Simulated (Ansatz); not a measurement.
Molecule: SiHBr, net charge 0, singlet state. SMILES: [SiH]Br
Geometry: optimised at B3LYP-D3(BJ)/def2-TZVP (Ansatz, a quantum-chemistry and plane-wave program).

Property: atomisation energy, in kcal/mol. Set-up: atomisation electronic, to ground-state atoms; LANL2DZ with its own core potentials from Na on; 6-31G* and kin with 6d, 5d where marked; open shells spin-unrestricted; non-relativistic; valence correlation only (noble-gas shells and the d and f shells of earlier blocks); no spin-orbit coupling. First-principles rows: single points at B3LYP-D3(BJ) geometries (Ansatz). The Hartree-Fock reference of [SiH]Br (SiHBr) is unstable towards a lower, spin-broken solution.

```json
[
 {"level": "MP2/STO-3G", "program": "Ansatz", "atomisation energy (kcal/mol)": "182.3"},
 {"level": "MP2/3-21G", "program": "Ansatz", "atomisation energy (kcal/mol)": "109.3"},
 {"level": "MP2/LANL2DZ", "program": "Ansatz", "atomisation energy (kcal/mol)": "108.0"},
 {"level": "MP2/6-31G*", "program": "Ansatz", "atomisation energy (kcal/mol)": "142.2"},
 {"level": "MP2/6-31G* with LANL2DZ past Ar", "program": "Ansatz", "atomisation energy (kcal/mol)": "127.8"}
]
```

No value to compare with is used here. The 5 habitual levels span 108.0 (MP2/LANL2DZ) to 182.3 kcal/mol (MP2/STO-3G).

The sets are all those run for this method; runs whose electronic state is in doubt are left out.
